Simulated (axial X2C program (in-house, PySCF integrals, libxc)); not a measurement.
**Spin–orbit effects down a group: molecules with Si (ions), CCSD(T)**

All values come from calculations with an axial X2C code built on PySCF integrals, spin-free (one-electron X2C) or two-component (2c: spin–orbit coupling with atomic mean-field Coulomb and Gaunt terms, which also bring small scalar terms), in Dyall basis sets with cores contracted in-house; open shells are unrestricted.

Basis sets: Br dyall-cv3z, Cl dyall-av3z, I dyall-cv3z, Si dyall-v3z. Frozen shells (counts by l): SiCl⁺ Cl 2s1p, Si 2s1p, 10 electrons correlated; SiBr⁺ Br 3s2p1d, Si 2s1p, 10 electrons correlated; SiI⁺ I 4s3p2d, Si 2s1p, 10 electrons correlated. Coupled cluster in natural virtuals with an MP2 remainder. Where the outer core of a metal is frozen, bonds come out longer and ionisation energies lower.

| molecule | spin-free state | Re (Å) | ωe (cm⁻¹) | De (eV) | 2c state | Re 2c (Å) | ωe 2c (cm⁻¹) | De 2c (eV) |
| --- | --- | --- | --- | --- | --- | --- | --- | --- |
| SiCl⁺ | M_S = 0, Λ = 0 | 1.970 | 663.3 | 5.00 | Ω = 0 | 1.970 | 663.2 | 4.94 |
| SiBr⁺ | M_S = 0, Λ = 0 | 2.117 | 531.3 | 4.53 | Ω = 0 | 2.118 | 530.4 | 4.38 |
| SiI⁺ | M_S = 0, Λ = 0 | 2.333 | 451.2 | 4.07 | Ω = 0 | 2.337 | 447.8 | 3.80 |

(1) Work out the shifts from the spin-free to the two-component result.

Fragments in 2c: Cl + Si+, Br + Si+, I + Si+. Each entry is the lowest single determinant of a limited PBE0 search at one distance. De goes to single-determinant-based atoms at the same level (for ions the charge split of lowest energy) and is withheld (n/a) where an atom does not fit its ground term or J level. Main or longest-lived isotopes. One determinant is a doubtful description, or other states lie close, for SiI⁺; these need not be ground states, and all values refer to the states named. Some light 2c atoms are not at their ground J level, so De misses part of their lowering (0.04 eV or less).

Answers

(1) 

```csv
molecule,2c state,ΔRe (Å),Δωe (cm⁻¹),ΔDe (eV)
SiCl⁺,Ω = 0,0.000,noise,-0.06
SiBr⁺,Ω = 0,0.001,-0.9,-0.15
SiI⁺,Ω = 0,0.004,noise,-0.27
```

Shifts of one unit in the last digit are rounding. Where the truncated virtual spaces of the two runs make Δωe unreliable it is marked noise.
